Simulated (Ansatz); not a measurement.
`[Br][AlH][Br]` + CH₃OH → `C[O][AlH][Br]` + HBr at 298.15 K and 1 bar (ligand exchange at the Al–Br bond).

Gas-phase electronic energies from Ansatz, PBE0-D4/def2-TZVP geometries. CCSD(T)/CBS adds triple-zeta CCSD(T) − MP2 to the extrapolated MP2 energy (def2 sets, frozen cores). This one scheme is used for every species. For Br outer-core shells are correlated without core-valence functions, which leaves a few kJ/mol of doubt a bond. Scalar relativity is left out up to krypton. One conformer a species, not always the lowest.

```json
{"species": "`[Br][AlH][Br]`", "CCSD(T)/CBS energy (Eh)": "-5389.38299", "H − E (kJ/mol)": "38.5", "S (J/(mol·K))": "312.0"}
{"species": "CH₃OH", "CCSD(T)/CBS energy (Eh)": "-115.61712", "H − E (kJ/mol)": "146.3", "S (J/(mol·K))": "238.2"}
{"species": "`C[O][AlH][Br]`", "CCSD(T)/CBS energy (Eh)": "-2931.07194", "H − E (kJ/mol)": "151.4", "S (J/(mol·K))": "344.8"}
{"species": "HBr", "CCSD(T)/CBS energy (Eh)": "-2573.91920", "H − E (kJ/mol)": "24.6", "S (J/(mol·K))": "198.6"}
```

H − E and S are ideal-gas, rigid-rotor, harmonic terms from PBE0-D4/def2-TZVP, for one conformer and one mirror image of each species. 1 Eh = 2625.50 kJ/mol, R = 8.31446 J/(mol·K).

Question: By hand: ΔE, ΔH, ΔS and ΔG.

Answer: ΔE = (-2931.07194) + (-2573.91920) − (-5389.38299) − (-115.61712) = 0.00897 Eh = 23.6 kJ/mol. Δ(H − E) = 151.4 + 24.6 − 38.5 − 146.3 = -8.8, so ΔH = 14.8 kJ/mol. ΔS = 344.8 + 198.6 − 312.0 − 238.2 = -6.8 J/(mol·K). ΔG = 14.8 − 298.15 × (-6.8)/1000 = 16.8 kJ/mol.

Question: By hand: the equilibrium constant, and the temperature at which ΔG would vanish if ΔH and ΔS stayed fixed.

Answer: log₁₀ K = −ΔG/(RT ln 10) = -2.9. ΔH and −TΔS have one sign here, so there is no such temperature.

The number of gas molecules stays the same, so ΔS is small and ΔH decides. A doubt of 5 kJ/mol in ΔE shifts log₁₀ K by 0.9 here. Other conformers and mirror images would add mixing entropy, several J/(mol·K) or more a flexible species. These are equilibria of isolated gas molecules and say nothing of rates. Largest T1 diagnostic: 0.010 (customary marks: 0.02 for closed shells, 0.045 for open ones).

ΔS is within the doubt of such terms, so its sign, and with it that verdict, could turn.
